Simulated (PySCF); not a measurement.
**[TbBr2]+ at several levels of theory**

Computed with PySCF 2.14.0 (density fitting, no spin-orbit coupling) at the geometry relaxed with PBE0:

```xyz
3
[TbBr2]+ (singlet in the valence; each metal's 4f electrons, 8 of them, lie in its core potential, out of spins and levels)
Tb    0.0000    0.0000   -0.7762
Br    2.0756    0.0000    0.6740
Br   -2.0756    0.0000    0.6740
```

| level | basis | state | HOMO (eV) | gap (eV) | charge on Tb1 (e) | population of f-type functions on Tb1 (polarisation alone where 4f lies in the core) | dipole about the centre of mass (D) | largest force component (eV/Å) |
| --- | --- | --- | --- | --- | --- | --- | --- | --- |
| PBE0 | Tb lcecp-1-SVP with ECP54, Br def2-SVP | singlet | -12.95 | 5.04 | 1.26 | 0.03 | 7.29 | 0.04 |
| TPSS | the same | singlet | -11.86 | 3.44 | 1.23 | 0.03 | 7.01 | 0.29 |
| PBE0 | Tb lcecp-1-TZVP with ECP54, Br def2-TZVP | singlet | -12.89 | 5.08 | 1.53 | 0.04 | 7.16 | 0.11 |

In the lcecp rows the 4f levels are missing from HOMO and gap, and the state counts the valence alone.

Charges are Mulliken's, which hang on the basis. The relaxation used the grid (50, 194), these runs (75, 302) or, all-electron (x2c bases, spin-free X2C Hamiltonian), (99, 590).

Task: What does BP86 with Tb lcecp-1-SVP with ECP54, Br def2-SVP give here?

Result: state singlet, HOMO (eV) -11.87, gap (eV) 3.34, charge on Tb1 (e) 1.13, population of f-type functions on Tb1 (polarisation alone where 4f lies in the core) 0.03, dipole about the centre of mass (D) 6.71, largest force component (eV/Å) 0.24. Time: 7.9 s on 2 threads of Intel(R) Xeon(R) Platinum 8259CL CPU @ 2.50GHz (Skylake/Cascade Lake), with other jobs on the host, from an already converged density.

In the first row's basis the gap widens with exact exchange: 3.3 to 3.4 eV for BP86, TPSS (none); 5.0 eV for PBE0 (a fixed share).

An lcecp potential fixes the number of 4f electrons, so in runs with it no electron can move into or out of that shell.
